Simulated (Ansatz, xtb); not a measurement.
Species: CAuClO, net charge -1, doublet state. The spin state was set by rule; other spins were not relaxed. 
Coordinates optimised at B3LYP-D3(BJ)/def2-TZVP (Ansatz, a program for electronic structure):
```xyz
4

Au     0.0365    -0.0359     0.0256
Cl    -0.3271     1.7388    -1.5476
O     -0.0669    -2.1997     2.0614
C      0.5360    -1.5209     1.2998
```
Charge -1, spin multiplicity 2.

Harmonic wavenumbers from GFN2-xTB (xtb, at its own minimum), cm⁻¹: 33, 133, 134, 248, 401, 1842.

Task: Give the harmonic wavenumbers at B3LYP-D3(BJ)/def2-TZVP (Ansatz, finite differences of forces, unscaled).

Result: 75, 89, 260, 308, 462, 1816 cm⁻¹. Zero-point energy 4.3 kcal/mol.

Task: From these and the geometry, give the ideal-gas thermochemistry at 298.15 K and 1 atm (rigid rotor, harmonic oscillator).

Result: Point group Cs, rotational symmetry number 1. Rotational constants 123.4, 1.298, 1.284 GHz. S(trans) 42.57, S(rot) 24.86, S(vib) 11.51, S(elec, spin only) 1.38, S 80.3 cal/(mol K). H(298) - H(0) 4.05 kcal/mol; G - E(el) -15.6 kcal/mol.
